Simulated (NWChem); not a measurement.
C2H3NO2Si; SMILES C(=O)=N[SiH2]C=O

```xyz
9

O      0.5180     3.2734     0.0000
C      0.1545     2.1650     0.0000
N     -0.2135     1.0247     0.0000
Si    -0.7735    -0.6015     0.0000
C      0.7323    -1.8074     0.0000
O      0.5298    -2.9954     0.0000
H     -1.5818    -0.8594     1.2230
H     -1.5818    -0.8594    -1.2230
H      1.7837    -1.4030     0.0000
```
Atoms are numbered in this order, from 1.

All runs: NWChem. Geometry: optimised at PBE0/def2-SVP. Level PBE/def2-SVP: energy and gradient on several grids; changes count from the extra-fine grid, which is no exact limit either.

### Question
Which is the coarsest grid (medium; coarse; xcoarse; fine; xfine) from which on the energy stays within 100 μHa and each gradient component within 200 μHa/bohr of xfine?

### Answer
medium.
```tsv
grid	size of the energy change (μHa)	largest change of a gradient component (μHa/bohr)	time, medium = 1 (rough)
xcoarse	8000	4000	about 1
coarse	20	400	about 1
medium	< 10	90	about 1
fine	< 10	< 30	about 1
xfine	< 10	< 30	2
```
